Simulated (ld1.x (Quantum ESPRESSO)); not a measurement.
## Transferability test, RRKJ potential for iron

```json
{
 "Element": "Fe",
 "Generator": "ld1.x (Quantum ESPRESSO) 7.5",
 "Type": "norm-conserving RRKJ (Kleinman–Bylander form)",
 "Functional": "LDA (PZ)",
 "Relativity": "fully relativistic",
 "Frozen core": "[Ar]",
 "Valence charge": "8",
 "Reference configuration": "3d6 4s2 4p0",
 "Partial waves": "4p (bound, empty): rc 3.05 bohr; 3d (bound): rc 1.65 bohr; 4s (bound): rc 2.30 bohr",
 "Local potential": "the s channel",
 "Core correction": "a·sin(br)/r model core, default radius (core density twice the valence density)"
}
```

Open shells are filled in proportion to 2j + 1 (rel_dist='average').

Energies are relative to the spin-unpolarised reference configuration 3d6 4s2 4p0; without spin polarisation the order of configurations can differ from experiment.

```json
{"valence configuration": "3d6 4s1 4p0", "charge": "+1", "ΔE all-electron (eV)": "8.981", "error AE − PS (meV)": "-3.0"}
{"valence configuration": "3d6 4s0 4p0", "charge": "+2", "ΔE all-electron (eV)": "25.473", "error AE − PS (meV)": "-27"}
{"valence configuration": "3d5 4s0 4p0", "charge": "+3", "ΔE all-electron (eV)": "60.002", "error AE − PS (meV)": "-387"}
{"valence configuration": "3d4 4s0 4p0", "charge": "+4", "ΔE all-electron (eV)": "113.379", "error AE − PS (meV)": "-1436"}
{"valence configuration": "3d6.5 4s1.5 4p0", "charge": "0", "ΔE all-electron (eV)": "-0.749", "error AE − PS (meV)": "-53"}
{"valence configuration": "3d5 4s2 4p0", "charge": "+1", "ΔE all-electron (eV)": "14.475", "error AE − PS (meV)": "-239"}
```

Question: What are ΔE and the potential's error for 3d7 4s1 4p0?

Answer: ΔE = -0.829 eV all-electron; the error (AE − PS) is -185 meV.
